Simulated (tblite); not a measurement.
Record of a relaxation.

C6H14BNSi.
SMILES with atom numbers: `[CH3:1][C:2]#[C:3][CH2:4][N:5]([SiH3:6])[B:7]([CH3:8])[CH3:9]` (hydrogens: H10, H11, H12 on C1; H13, H14 on C4; H15, H16, H17 on Si6; H18, H19, H20 on C8; H21, H22, H23 on C9)

Computed with GFN2-xTB (tblite), gas phase: L-BFGS steps from a force-field or distance-geometry start until the largest atomic force falls under 0.01 eV/Å. 7 of its 252 geometries are shown.

Step 0: E = -702.4233 eV, largest atomic force 3.842 eV/Å
```
atom  x, y, z in Å  |  force x, y, z in eV/Å
C1      4.443    0.164   -0.483   -1.002   0.287   0.615
C2      3.033   -0.038   -0.041    1.195  -0.040   0.000
C3      1.912   -0.210    0.353    0.131  -0.050   0.578
C4      0.533   -0.401    0.821    1.521  -0.671   1.232
N5     -0.343    0.425    0.072   -3.331  -1.325  -1.382
Si6    -0.232   -0.019   -1.667    0.858   0.692  -0.010
B7     -1.791    0.236    0.477    1.526   0.892  -0.216
C8     -2.945    0.315   -0.594   -1.317  -0.153   0.555
C9     -2.224    0.071    1.998   -0.549   0.605  -0.014
H10     4.379    0.838   -1.355    0.378  -0.509   0.260
H11     5.008    0.676    0.329   -0.395  -0.314  -0.539
H12     4.938   -0.800   -0.692   -0.368   0.555  -0.118
H13     0.311   -1.496    0.704    0.061   0.493   0.111
H14     0.471   -0.195    1.932    0.124   0.022  -0.931
H15    -1.048   -1.189   -1.943    0.092  -0.375  -0.096
H16    -0.733    1.061   -2.515    0.104   0.153   0.113
H17     1.197   -0.222   -2.041   -0.628  -0.024   0.138
H18    -3.436   -0.702   -0.756    0.798   1.220  -0.046
H19    -3.771    0.910   -0.103    0.652  -0.336  -0.894
H20    -2.633    0.768   -1.548   -0.678  -0.330   0.534
H21    -3.302    0.382    2.128    1.129  -0.347   0.008
H22    -1.606    0.711    2.663   -0.436  -0.736  -0.224
H23    -2.167   -0.986    2.270    0.136   0.291   0.326
```

Step 42: E = -703.5849 eV, largest atomic force 0.101 eV/Å
```
atom  x, y, z in Å  |  force x, y, z in eV/Å
C1      4.375    0.232   -0.387   -0.019  -0.016   0.011
C2      3.018   -0.013    0.049   -0.012   0.024  -0.018
C3      1.882   -0.222    0.370   -0.006   0.042  -0.041
C4      0.529   -0.488    0.817    0.007  -0.014  -0.003
N5     -0.546   -0.118   -0.110    0.018   0.033  -0.035
Si6    -0.227   -0.149   -1.835   -0.010  -0.005  -0.045
B7     -1.831    0.125    0.421   -0.017   0.019  -0.005
C8     -3.064    0.411   -0.540    0.014   0.013   0.009
C9     -2.099    0.069    1.991    0.004   0.002   0.014
H10     4.366    0.860   -1.279    0.030  -0.019   0.066
H11     4.934    0.734    0.404    0.010  -0.017  -0.068
H12     4.860   -0.716   -0.626    0.025   0.056   0.016
H13     0.455   -1.560    1.040   -0.022  -0.082   0.017
H14     0.389    0.054    1.756   -0.029   0.017   0.033
H15    -1.035   -1.224   -2.436    0.042   0.084   0.014
H16    -0.547    1.166   -2.408   -0.014  -0.058   0.031
H17     1.192   -0.410   -2.065   -0.075  -0.067   0.008
H18    -3.539   -0.529   -0.819    0.032  -0.009  -0.012
H19    -3.833    1.007   -0.053    0.008   0.018   0.008
H20    -2.794    0.914   -1.466   -0.002  -0.016   0.002
H21    -3.118    0.340    2.255   -0.038  -0.008  -0.047
H22    -1.446    0.747    2.539    0.012   0.016   0.038
H23    -1.924   -0.928    2.393    0.041  -0.014   0.006
```

Step 84: E = -703.6370 eV, largest atomic force 0.061 eV/Å
```
atom  x, y, z in Å  |  force x, y, z in eV/Å
C1      4.355    0.386   -0.347    0.021   0.020  -0.012
C2      2.986    0.069   -0.007   -0.005   0.023  -0.003
C3      1.851   -0.185    0.286   -0.015  -0.045   0.002
C4      0.533   -0.580    0.744   -0.011  -0.041   0.044
N5     -0.578   -0.205   -0.133   -0.012  -0.016  -0.007
Si6    -0.265   -0.334   -1.852    0.022   0.016  -0.034
B7     -1.827    0.110    0.431   -0.012   0.036   0.016
C8     -3.038    0.535   -0.508    0.025  -0.010   0.021
C9     -2.077    0.051    2.006   -0.012   0.009   0.000
H10     4.388    1.029   -1.225   -0.012   0.020  -0.022
H11     4.831    0.899    0.487    0.023   0.026   0.005
H12     4.909   -0.528   -0.559   -0.007  -0.015  -0.010
H13     0.536   -1.671    0.875    0.007  -0.046   0.011
H14     0.381   -0.126    1.726   -0.022   0.031   0.034
H15    -1.416   -0.936   -2.526   -0.018   0.046   0.022
H16     0.051    1.002   -2.371   -0.009  -0.043  -0.012
H17     0.865   -1.247   -2.017    0.040  -0.008  -0.008
H18    -3.542   -0.357   -0.878   -0.014   0.026   0.001
H19    -3.784    1.119    0.029    0.012  -0.010  -0.033
H20    -2.731    1.108   -1.381    0.010  -0.015   0.036
H21    -3.139    0.041    2.242   -0.013   0.013  -0.003
H22    -1.660    0.934    2.493    0.004   0.000  -0.010
H23    -1.633   -0.814    2.496   -0.003  -0.017  -0.038
```

Step 126: E = -703.6672 eV, largest atomic force 0.019 eV/Å
```
atom  x, y, z in Å  |  force x, y, z in eV/Å
C1      4.200    0.543   -0.456   -0.001   0.003   0.007
C2      2.901    0.103    0.004   -0.009  -0.001  -0.002
C3      1.828   -0.276    0.385   -0.004   0.001   0.000
C4      0.521   -0.723    0.831   -0.002   0.003   0.002
N5     -0.555   -0.309   -0.074   -0.001  -0.012  -0.003
Si6    -0.166   -0.472   -1.776    0.000  -0.004  -0.009
B7     -1.795    0.107    0.444    0.008   0.002  -0.001
C8     -2.916    0.663   -0.535    0.002   0.005  -0.002
C9     -2.117    0.027    2.004    0.006   0.003   0.001
H10     4.084    1.179   -1.334   -0.001   0.002   0.007
H11     4.703    1.109    0.328    0.002   0.010   0.001
H12     4.814   -0.316   -0.721    0.002  -0.006  -0.002
H13     0.537   -1.820    0.915   -0.006   0.006  -0.015
H14     0.340   -0.310    1.826   -0.005  -0.002  -0.003
H15    -1.382   -0.789   -2.523    0.002  -0.005   0.014
H16     0.453    0.764   -2.265   -0.009  -0.014   0.006
H17     0.759   -1.603   -1.894    0.007   0.003  -0.004
H18    -3.495   -0.162   -0.951    0.001   0.003  -0.002
H19    -3.624    1.314   -0.027    0.009  -0.003   0.017
H20    -2.505    1.216   -1.377   -0.001   0.000  -0.006
H21    -3.179    0.154    2.203    0.015   0.000   0.003
H22    -1.600    0.819    2.549   -0.006  -0.006   0.000
H23    -1.813   -0.917    2.455   -0.010   0.010  -0.009
```

Step 167: E = -703.6777 eV, largest atomic force 0.050 eV/Å
```
atom  x, y, z in Å  |  force x, y, z in eV/Å
C1      4.106    0.734   -0.339   -0.013  -0.004   0.001
C2      2.840    0.153    0.054    0.006   0.004  -0.015
C3      1.800   -0.348    0.379   -0.005  -0.004   0.013
C4      0.519   -0.926    0.750    0.023  -0.017   0.019
N5     -0.562   -0.447   -0.112    0.009   0.006   0.010
Si6    -0.290   -0.701   -1.823    0.005   0.005  -0.050
B7     -1.721    0.132    0.435   -0.011  -0.013   0.010
C8     -2.777    0.824   -0.528   -0.010  -0.018  -0.010
C9     -2.026    0.087    1.999    0.008   0.008   0.032
H10     3.959    1.386   -1.200    0.002   0.000   0.003
H11     4.527    1.319    0.479   -0.017  -0.011  -0.002
H12     4.811   -0.053   -0.610   -0.005   0.006   0.005
H13     0.594   -2.020    0.683    0.010  -0.009  -0.002
H14     0.308   -0.661    1.788   -0.008  -0.005  -0.002
H15    -1.546   -1.135   -2.437    0.015   0.004   0.007
H16     0.221    0.521   -2.451    0.003   0.013   0.004
H17     0.702   -1.774   -1.937   -0.012   0.002   0.004
H18    -3.477    0.085   -0.917   -0.002   0.008   0.007
H19    -3.371    1.576   -0.013    0.005  -0.006  -0.010
H20    -2.310    1.299   -1.387   -0.011   0.005  -0.011
H21    -3.054    0.369    2.215    0.005   0.007   0.001
H22    -1.389    0.781    2.550    0.000   0.004  -0.002
H23    -1.866   -0.900    2.433    0.001   0.017  -0.013
```

Step 209: E = -703.6889 eV, largest atomic force 0.041 eV/Å
```
atom  x, y, z in Å  |  force x, y, z in eV/Å
C1      3.958    0.876   -0.104    0.002   0.007   0.006
C2      2.732    0.151    0.153   -0.032  -0.011  -0.004
C3      1.735   -0.473    0.386    0.037   0.017   0.003
C4      0.484   -1.180    0.602    0.014   0.003  -0.004
N5     -0.594   -0.599   -0.200   -0.014  -0.003  -0.017
Si6    -0.410   -0.811   -1.930   -0.016   0.004  -0.029
B7     -1.634    0.135    0.399    0.008   0.005  -0.017
C8     -2.740    0.820   -0.516    0.015  -0.004   0.004
C9     -1.752    0.286    1.981   -0.020   0.001   0.018
H10     3.820    1.560   -0.940   -0.017  -0.021  -0.005
H11     4.244    1.452    0.775    0.011  -0.001   0.017
H12     4.760    0.178   -0.347    0.006   0.009  -0.001
H13     0.624   -2.234    0.329   -0.009   0.011   0.002
H14     0.228   -1.133    1.662    0.005   0.002  -0.009
H15    -1.672   -1.304   -2.486    0.014   0.005   0.012
H16     0.003    0.451   -2.552    0.002  -0.002  -0.010
H17     0.636   -1.818   -2.123   -0.005  -0.007   0.007
H18    -3.554    0.120   -0.706    0.007   0.009   0.010
H19    -3.184    1.694   -0.040    0.006  -0.025  -0.003
H20    -2.360    1.131   -1.487   -0.008  -0.001   0.016
H21    -2.694    0.740    2.279    0.005   0.011  -0.009
H22    -0.956    0.921    2.372    0.002  -0.012  -0.002
H23    -1.680   -0.667    2.503   -0.014   0.004   0.016
```

Step 251: E = -703.7046 eV, largest atomic force 0.008 eV/Å
```
atom  x, y, z in Å  |  force x, y, z in eV/Å
C1      3.713    1.141    0.394    0.000   0.003  -0.002
C2      2.577    0.244    0.366   -0.002  -0.001   0.005
C3      1.653   -0.519    0.364    0.000   0.002   0.003
C4      0.490   -1.390    0.317    0.003   0.001   0.001
N5     -0.626   -0.763   -0.395    0.002   0.004  -0.001
Si6    -0.775   -1.125   -2.100   -0.003  -0.002   0.004
B7     -1.440    0.165    0.288    0.003  -0.005   0.000
C8     -2.634    0.885   -0.473    0.003   0.004  -0.001
C9     -1.214    0.468    1.833   -0.001  -0.004  -0.005
H10     3.614    1.888   -0.393   -0.004   0.002  -0.007
H11     3.769    1.648    1.356   -0.003  -0.001   0.005
H12     4.636    0.583    0.235   -0.001  -0.006  -0.001
H13     0.772   -2.324   -0.179   -0.003   0.002   0.001
H14     0.184   -1.631    1.340    0.000  -0.002  -0.005
H15    -2.166   -1.481   -2.388   -0.002  -0.002  -0.004
H16    -0.329    0.011   -2.911    0.000   0.000  -0.003
H17     0.085   -2.283   -2.360    0.001   0.003   0.003
H18    -3.535    0.274   -0.409    0.005  -0.001  -0.006
H19    -2.881    1.847   -0.029   -0.004   0.002   0.001
H20    -2.439    1.050   -1.530    0.002  -0.003   0.005
H21    -1.861    1.262    2.199    0.003   0.004   0.006
H22    -0.185    0.761    2.040   -0.001   0.007  -0.001
H23    -1.415   -0.411    2.446    0.002  -0.005   0.003
```

Task: Summarise the path.

Result: The energy falls by 29.55 kcal/mol from step 0 to step 251; nine tenths of that is first reached at step 35. It rises by more than 0.2 meV at steps 218, 224 and 227. The largest force goes from 3.842 to 0.008 eV/Å. Among the bonds N5–B7 changes most, from 1.516 to 1.411 Å; the atoms move by 1.317 Å rms after alignment.

Task: Follow the three bonds and two angles with the largest change from start to end.

Result: 
| step | E above end (kcal/mol) | largest force (eV/Å) | N5–B7 (Å) | C8–H18 (Å) | N5–Si6 (Å) | Si6–N5–B7 (°) | C4–N5–Si6 (°) |
| --- | --- | --- | --- | --- | --- | --- | --- |
| 0 | 29.55 | 3.842 | 1.516 | 1.141 | 1.798 | 106.7 | 109.2 |
| 11 | 6.24 | 0.422 | 1.415 | 1.089 | 1.760 | 120.2 | 116.4 |
| 22 | 3.56 | 0.200 | 1.414 | 1.091 | 1.759 | 122.0 | 117.7 |
| 33 | 2.98 | 0.075 | 1.410 | 1.090 | 1.753 | 122.5 | 118.9 |
| 44 | 2.66 | 0.099 | 1.412 | 1.089 | 1.754 | 122.5 | 119.1 |
| 55 | 2.28 | 0.098 | 1.409 | 1.089 | 1.752 | 122.7 | 119.5 |
| 65 | 1.89 | 0.085 | 1.408 | 1.091 | 1.752 | 122.4 | 118.7 |
| 76 | 1.71 | 0.050 | 1.409 | 1.090 | 1.752 | 123.8 | 116.9 |
| 87 | 1.47 | 0.103 | 1.407 | 1.091 | 1.752 | 125.5 | 114.7 |
| 98 | 1.12 | 0.151 | 1.409 | 1.092 | 1.754 | 126.1 | 114.1 |
| 109 | 0.94 | 0.056 | 1.407 | 1.089 | 1.752 | 126.1 | 114.1 |
| 120 | 0.88 | 0.027 | 1.407 | 1.090 | 1.753 | 125.6 | 114.2 |
| 131 | 0.85 | 0.018 | 1.406 | 1.090 | 1.753 | 125.4 | 114.3 |
| 142 | 0.82 | 0.028 | 1.406 | 1.090 | 1.753 | 125.3 | 114.3 |
| 153 | 0.73 | 0.043 | 1.407 | 1.090 | 1.754 | 124.8 | 114.5 |
| 164 | 0.64 | 0.041 | 1.406 | 1.090 | 1.753 | 124.6 | 114.5 |
| 175 | 0.59 | 0.038 | 1.406 | 1.090 | 1.752 | 124.5 | 114.5 |
| 186 | 0.47 | 0.075 | 1.406 | 1.090 | 1.752 | 124.3 | 114.3 |
| 196 | 0.41 | 0.022 | 1.406 | 1.090 | 1.754 | 124.1 | 114.6 |
| 207 | 0.37 | 0.033 | 1.407 | 1.090 | 1.753 | 124.1 | 114.5 |
| 218 | 0.32 | 0.229 | 1.412 | 1.094 | 1.753 | 124.4 | 115.6 |
| 229 | 0.07 | 0.072 | 1.410 | 1.090 | 1.752 | 124.4 | 116.2 |
| 240 | 0.01 | 0.019 | 1.411 | 1.090 | 1.749 | 124.3 | 116.6 |
| 251 | 0.00 | 0.008 | 1.411 | 1.090 | 1.749 | 124.0 | 116.8 |

What follows is the cost of the whole relaxation. Time: 4.1 s. Hardware: one thread of an Arm Neoverse N1 (shared host).
